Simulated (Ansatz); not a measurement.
`F[SiH2][Si](F)(Cl)Cl` → `F[Si](F)(Cl)Cl` + `[SiH2]` at 700 K and 1 bar (silylene formation by 1,1-elimination).

Computed with Ansatz on PBE0-D4/def2-TZVP structures; ΔE is electronic, products minus reactants. CCSD(T)/CBS is the MP2 limit (def2-TZVPP, def2-QZVPP) plus CCSD(T) − MP2 in def2-TZVPP, frozen cores. This one scheme is used for every species. One conformer a species, not always the lowest.

```csv
species,CCSD(T)/CBS energy (Eh),H − E (kJ/mol),S (J/(mol·K))
`F[SiH2][Si](F)(Cl)Cl`,-1698.73366,153.9,516.8
`F[Si](F)(Cl)Cl`,-1408.46553,81.3,402.0
`[SiH2]`,-290.19011,56.3,240.4
```

H − E and S are ideal-gas, rigid-rotor, harmonic terms from PBE0-D4/def2-TZVP, for one conformer and one mirror image of each species. 1 Eh = 2625.50 kJ/mol, R = 8.31446 J/(mol·K).

By hand: ΔE, ΔH, ΔS and ΔG.

ΔE = (-1408.46553) + (-290.19011) − (-1698.73366) = 0.07802 Eh = 204.8 kJ/mol. Δ(H − E) = 81.3 + 56.3 − 153.9 = -16.3, so ΔH = 188.5 kJ/mol. ΔS = 402.0 + 240.4 − 516.8 = 125.6 J/(mol·K). ΔG = 188.5 − 700 × (125.6)/1000 = 100.6 kJ/mol.

By hand: the equilibrium constant, and the temperature at which ΔG would vanish if ΔH and ΔS stayed fixed.

log₁₀ K = −ΔG/(RT ln 10) = -7.5. ΔG = 0 at ΔH/ΔS = 1501 K.

The number of gas molecules changes by +1, which sets the sign of ΔS. A doubt of 5 kJ/mol in ΔE shifts log₁₀ K by 0.4 here. Other conformers and mirror images would add mixing entropy, several J/(mol·K) or more a flexible species. Modes under 60 cm⁻¹, often nearly free rotors, make the harmonic entropy too high. These are equilibria of isolated gas molecules and say nothing of rates. Largest T1 diagnostic: 0.014 (customary marks: 0.02 for closed shells, 0.045 for open ones).
